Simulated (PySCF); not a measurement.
BF, SMILES F[B] (connectivity only; charge and spin as stated), charge +1, multiplicity 2.

Geometry: PBE-D3(BJ)/def2-TZVPD.

Method: PySCF 2.14.0 with PBE-D3(BJ)/def2-TZVPD.

Harmonic, unscaled wavenumbers; measured fundamentals usually lie a few per cent lower.

| mode | ν (cm⁻¹) | IR (km/mol) | moving atoms (share of kinetic energy) |
|---|---|---|---|
| 1 | 1650 | 157.4 | B 64 %, F 36 % |
